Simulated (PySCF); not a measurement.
C2H5FO2Si, SMILES CC(=O)O[SiH2]F. Heavy atoms are numbered as in [SiH2:1]([F:2])[O:3][C:4]([CH3:5])=[O:6]. Hydrogens are named by the atom that carries them.

Geometry: B3LYP-D3(BJ)/def2-SVP. Other conformers were not sampled.

These are PBE/pcSseg-1 (PySCF) values and carry that method's errors.

GIAO shieldings, no solvent; atoms alike by connectivity are averaged. δ = σ(ref) − σ: ²⁹Si against TMS (σ = 335.4 ppm); ¹⁹F against CFCl3 (σ = 133.6 ppm); ¹⁷O against H2O (σ = 334.3 ppm); ¹³C against TMS (σ = 182.0 ppm); ¹H against TMS (σ = 31.49 ppm), references at their B3LYP-D3(BJ)/def2-TZVP geometries, non-relativistic.

Computed chemical shifts:
```
nucleus       atoms  count  δ (ppm)
-------  ----------  -----  -------
²⁹Si     Si1 (SiH2)      1     -9.2
¹⁹F              F2      1   -216.2
¹⁷O              O6      1    484.5
¹⁷O              O3      1    246.9
¹³C              C4      1    177.8
¹³C        C5 (CH3)      1     24.5
¹H         H on Si1      2     5.83
¹H          H on C5      3     2.38
```
